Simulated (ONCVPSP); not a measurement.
**titanium (Ti), ONCV: configuration errors across variants**

```json
{
  "Element": "Ti",
  "Generator": "ONCVPSP 4.0.1",
  "Type": "optimised norm-conserving Vanderbilt (ONCV)",
  "Functional": "PBE",
  "Relativity": "scalar-relativistic",
  "Frozen core": "[Ne]",
  "Valence charge": "12",
  "Reference configuration": "3s2 3p6 3d2 4s2",
  "Partial waves": "3s+4s: rc 1.85 bohr, ncon 3, nbas 6, qcut 6 1/bohr, 2 projectors; 3p: rc 1.65 bohr, ncon 4, nbas 8, qcut 8.1 1/bohr, 2 projectors, debl 3.7 Ha; 3d: rc 1.45 bohr, ncon 4, nbas 9, qcut 10.3 1/bohr, 1 projector",
  "Local potential": "polynomial inside 1.35 bohr (lpopt 5, dvloc0 -1 Ha)",
  "Core correction": "Teter function, fcfact 3, rcfact 1.5"
}
```

All-electron excitation energies from the reference (eV): (1) 3s2 3p6 3d2 4s1 7.347; (2) 3s2 3p6 3d2 4s0 20.919; (3) 3s2 3p6 3d1 4s0 47.867; (4) 3s2 3p6 3d1 4s2 4p1 4.672.

1 further variants failed, have other tests or another functional or relativity, and are left out.

Errors AE − PS in meV (a dash: test not solved or not reliable):

| change | (1) | (2) | (3) | (4) | bound ghosts | GHOST(+) flags above zero |
| --- | --- | --- | --- | --- | --- | --- |
| base | -0.5 | -2.6 | +12 | +22 | none | none |
| core correction Teter function, fcfact 5.4, rcfact 1.5 | -0.5 | -2.8 | +12 | +22 | none | none |
| p: qcut 9.5 | -0.5 | -2.6 | +13 | +22 | none | none |

(1) Give the same row for: local potential polynomial inside 1.10 bohr (lpopt 5, dvloc0 4 Ha).

Answers

(1) -0.5, -2.6, +11, +21; bound ghosts: none; GHOST(+) flags above zero: none.
